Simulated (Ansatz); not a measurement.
```xyz
2

C     0.0000    0.0000   -0.1744
H     0.0000    0.0000    1.0463
```

Basis set: cc-pVDZ (spherical functions). Left uncorrelated: 1 orbital. Charge 0, multiplicity 2.

Computed with Ansatz (development build ahead of 0.2.0); each method stands on the lowest determinant of its kind that the runs found.

The atomization energy at this shape (free ground-state atoms in the same class of orbitals less the molecule, no zero-point energy) of doublet CH:

```tsv
method	atomization energy
UHF-MP2	67.28 kcal/mol
```

What does UHF give?

52.90 kcal/mol. Caution: the unrestricted determinant is spin contaminated.
